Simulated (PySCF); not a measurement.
Electron correlation in Ge⁺ (germanium, charge +1)

[Ar] 3d10 4s2 4p1, 2P determinant. Calculation: PySCF 2.14, in aug-cc-pVDZ-DK; scalar relativity by spin-free X2C-1e. Frozen: [Ar] 3d10; 3 electrons correlated.

MP2 pair energies summed by pair of shells (mhartree):

| pair | energy | share (%) |
| --- | --- | --- |
| 4s-4s | -18.48 | 59.3 |
| 4s-4p | -12.70 | 40.7 |

Total MP2 correlation energy: -31.18 mhartree.

Same-spin part -2.12 and opposite-spin part -29.07 mhartree; SCS-MP2 scales them by 1/3 and 6/5 to -35.58 mhartree.

| level | correlation energy (mhartree) |
| --- | --- |
| CCSD | -46.22 |
| (T) | -0.46 |
| CCSD(T) | -46.68 |

Diagnostics: T1 = 0.0096, D1 = 0.0232, largest double amplitude 0.094.

Cost of the coupled-cluster step: 0.25 s of wall time on 1 thread of Neoverse-N1 (shared host), for 3 correlated electrons.
